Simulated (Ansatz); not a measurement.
Consider the isomerisation: `B[CH](Cl)[GeH3]` → `B[CH2][GeH2][Cl]`.

Computed with Ansatz on PBE0-D4/def2-TZVP structures; ΔE is electronic, products minus reactants. CBS: MP2 limit from def2 TZ/QZ plus the TZ coupled-cluster correction, frozen cores. Functionals use def2-TZVPP. For Ge outer-core shells are correlated without core-valence functions, which leaves a few kJ/mol of doubt a bond. Scalar relativity is left out up to krypton. Each species was taken in one conformer, which may not be the lowest.

```json
{"level": "PBE-D4", "ΔE (kJ/mol)": "-141.1"}
{"level": "r2SCAN-D4", "ΔE (kJ/mol)": "-150.7"}
{"level": "CCSD/def2-TZVPP", "ΔE (kJ/mol)": "-155.0"}
{"level": "CCSD(T)/def2-TZVPP", "ΔE (kJ/mol)": "-151.5"}
```

Q: What does CCSD(T)/CBS give? (An estimate is asked.)

A: Ansatz gave: -149.7 kJ/mol. The listed levels differ from it by 8.6, -1.0, -5.3, -1.8 kJ/mol.

Largest T1 diagnostic among the species: 0.011.

In def2-TZVPP, CCSD(T) changes the Hartree–Fock value by +21.1 kJ/mol (the triples alone add +3.5 kJ/mol) and MP2 by +17.1 kJ/mol. The D4 term adds +3.1 kJ/mol with B3LYP and +1.5 kJ/mol with PBE0; it sums over pairs of atoms, weighted by their polarisabilities, and B3LYP, whose exchange is more repulsive, gets the larger term.

B3LYP here is the variant with VWN-RPA as its local correlation; programs differ in this.
